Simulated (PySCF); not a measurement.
Compound: C5H9F2O2 (doublet state).
Z-matrix (Å and degrees, GFN2-xTB geometry), rows numbered from 1:
```
C 
O   1  1.4050
C   2  1.4360  1  112.92
C   3  1.4786  2  110.43  1   177.86
C   4  1.4809  3  123.24  2   -94.16
O   4  1.3888  3  121.16  2    74.77
C   6  1.3492  4  118.95  3   -16.19
F   7  1.3649  6  111.53  4    83.41
F   7  1.3418  6  108.01  4  -161.23
H   1  1.0880  2  106.46  3   179.89
H   1  1.0964  2  111.15  3   -60.90
H   1  1.0968  2  111.22  3    60.55
H   3  1.1025  2  108.42  1   -59.93
H   3  1.0986  2  109.00  1    58.01
H   5  1.0940  4  110.86  3    57.89
H   5  1.0855  4  109.24  3   177.98
H   5  1.0912  4  111.11  3   -61.41
H   7  1.1043  6  114.80  4   -39.08
```

The hyperfine couplings belong to this conformer and change with its torsions.

The species is `COC[C](C)OC(F)F` [radical].

Theory: PySCF, UKS B3LYP, pcH-1 on C F H O, non-relativistic, mean-field spin-orbit, GIAO. The structure is a single GFN2-xTB conformer in the gas phase; no vibrational or solvent corrections. The geometry wasn't refined by DFT: couplings that depend on bond lengths, twists or pyramidal angles can differ widely from those at the functional's own minimum. Stability of the SCF solution: not tested.

**Question.** The isotropic 17O couplings are -84.4, -20.7 MHz. Assign them to O2; O6.

**Answer.** 
| site | a_iso (MHz) | ρ(0) (bohr⁻³) | position | distance from C4 (Å) | spin population | largest \|T\| (MHz) |
| --- | --- | --- | --- | --- | --- | --- |
| O2 | -84.4 | +0.1392 | 2 bonds from C4 | 2.39 | +0.03 | 12.5 |
| O6 | -20.7 | +0.0341 | 1 bond from C4 | 1.39 | +0.06 | 43.3 |

**Question.** The isotropic 1H couplings, averaged over equivalent nuclei, are +67.7, +20.4, +3.1, -0.2 MHz. Assign them to H10/H11/H12; H13/H14; H15/H16/H17; H18.

**Answer.** 
| site | a_iso (MHz) | ρ(0) (bohr⁻³) | position | distance from C4 (Å) | bound to | spin population there | largest \|T\| (MHz) |
| --- | --- | --- | --- | --- | --- | --- | --- |
| H10/H11/H12 | -0.2 | -0.0001 | 4 bonds from C4 | 4.14 | C1 | +0.01 | 2.3 |
| H13/H14 | +20.4 | +0.0046 | β, 2 bonds from C4 | 2.13 | C3 | -0.04 | 9.9 |
| H15/H16/H17 | +67.7 | +0.0151 | β, 2 bonds from C4 | 2.12 | C5 | -0.08 | 8.8 |
| H18 | +3.1 | +0.0007 | γ, 3 bonds from C4 | 2.60 | C7 | +0.01 | 6.9 |

ρ(0) is the spin density at the nucleus and T the dipolar tensor; entries for several nuclei are means. The Mulliken spin populations are largest on C4 (+0.89), C5 (-0.08) and O6 (+0.06). No atom but C4 exceeds +0.15. The positive populations add up to 1.11 and the negative ones to -0.11, together 2S = 1. The angles at C4 add up to 359.2°, so it is planar.

Examples of negative spin density at the nucleus (bohr⁻³): C5 (-0.0256) and C3 (-0.0186).

Class means assume fast exchange of nuclei equivalent by connectivity; if that motion is slow, each nucleus keeps its own coupling. The three 1H nuclei of mean +67.7 MHz run from 3.5 to 120.1 MHz in the frozen geometry. The 19F value of +24.9 MHz is a mean of couplings from 4.5 to 45.3 MHz in this one geometry, not an average over conformers. The 1H value of +20.4 MHz is a mean of couplings from 5.3 to 35.6 MHz in this one geometry, not an average over conformers.

On one thread of an Arm Neoverse V1, shared host, this took 1.7 min (with the writing of density and orbital grids) and 0.99 GiB of memory at its peak.
